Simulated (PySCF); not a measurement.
# Worked example: refractive index and permittivity of the vapour

HfO2, SMILES [O]=[Hf]=[O], multiplicity 1.

The structure is a stationary point at PBE-D3(BJ)/def2-TZVP. The multiplicity is an assumed one; other spin states were not compared. The isomer is the one that the SMILES or the coordinates give; other isomers of the formula were not compared. The def2 effective core potentials stand for the cores of Hf; spin–orbit coupling is left out.

PySCF with HF/def2-TZVPD gives a mean static polarisability of 37.6 bohr³ and a dipole moment of 10.08 D. Take an ideal gas at 298.15 K and 0.1 bar, whether or not the substance is that volatile.

Work out n − 1 in the optical limit and the static ε − 1.


Polarisability volume α' = 37.6 × 0.148185 = 5.57 Å³. Number density N = p/kT = 2.43e-6 Å⁻³.
Dilute limit of Lorentz–Lorenz: n − 1 = 2π N α' = 8.5e-5.
Orientation term of Debye: μ²/(3kT) = 8.098 Å³ × μ²(D²) = 822.79 Å³.
ε − 1 = 4π N (α' + μ²/3kT) = 0.025. Orientation of the dipole supplies 99 % of the static response; it can't follow optical fields. Vibrational polarisation and dispersion are left out.
